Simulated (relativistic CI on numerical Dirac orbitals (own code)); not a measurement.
Sensitivity of the levels of Pd³⁺ to α and to the nuclear radius

These numbers are calculated, not measured: Dirac-Coulomb-Breit CI, orbitals from a KLI potential per configuration, valence Slater integrals scaled by 0.85, P86 correlation energy added to each configuration, derivatives by finite differences, QED left out (own radial code, finite nucleus).

CI space (outside the closed core [Ar] 3d10 4s2): 4p6.4d7, 4p6.4d6.5s, 4p6.4d6.5p, 4p6.4d5.5s2, 4p6.4d6.5d, 4p5.4d8, 4p4.4d9. Levels of other configurations are missing.

With x = (α/α₀)² − 1 an excitation energy changes as ω = ω₀ + qx; K = 2q/ω₀ is the relative enhancement. Terms are leading LS components, so labels can repeat. The field-shift factor is F = δν/δ⟨r²⟩ for the transition from the lowest level.

Lowest level 4p6.4d7 4F_9/2.

```tsv
Level	ω₀ (cm⁻¹)	q (cm⁻¹)	K	F (GHz/fm²)
4p6.4d7 4F_7/2	2707.9	2877	2.12	0.0427
4p6.4d7 4F_5/2	4324.2	4090	1.89	0.0654
4p6.4d7 4F_3/2	5322.8	4720	1.77	0.0795
4p6.4d7 4P_3/2	12730.7	84.02	0.0132	0.133
4p6.4d7 4P_5/2	13031.7	1477	0.227	0.164
4p6.4d7 4P_1/2	14744.6	2893	0.392	0.181
4p6.4d7 2G_9/2	14966.0	1389	0.186	0.0999
4p6.4d7 2G_7/2	17517.6	3916	0.447	0.15
4p6.4d7 2P_3/2	18326.2	3323	0.363	0.186
4p6.4d7 2D_5/2	19989.3	2983	0.299	0.208
4p6.4d7 2H_11/2	20608.9	2122	0.206	0.0898
4p6.4d7 2P_1/2	21031.7	5345	0.508	0.183
4p6.4d7 2H_9/2	23260.0	5228	0.45	0.142
4p6.4d7 2D_3/2	24828.3	7943	0.64	0.279
4p6.4d7 2F_5/2	31372.6	1702	0.109	0.252
4p6.4d7 2F_7/2	32781.3	3501	0.214	0.277
4p6.4d7 2D_3/2	46940.4	2319	0.0988	0.305
4p6.4d7 2D_5/2	48640.9	4202	0.173	0.348
4p6.4d6.5s 6D_9/2	89648.0	-14160	-0.316	9.61
4p6.4d6.5s 6D_7/2	91373.9	-12340	-0.27	9.63
4p6.4d6.5s 6D_5/2	92456.6	-11480	-0.248	9.65
4p6.4d6.5s 6D_3/2	93191.0	-10850	-0.233	9.65
4p6.4d6.5s 6D_1/2	93621.1	-10470	-0.224	9.66
```

For a near-neutral ion this model can misplace configurations by up to about 10,000 cm⁻¹ (more where the count of f electrons changes) and terms by 10 to 25 % of their spread. Rates follow the energies as ν³ (E1, M1) or ν⁵ (E2), so they and the lifetimes can be off by large factors. The fine structure of a lone outer electron comes out too small, for d and f at times inverted, and misplaced configurations move strength between like terms.
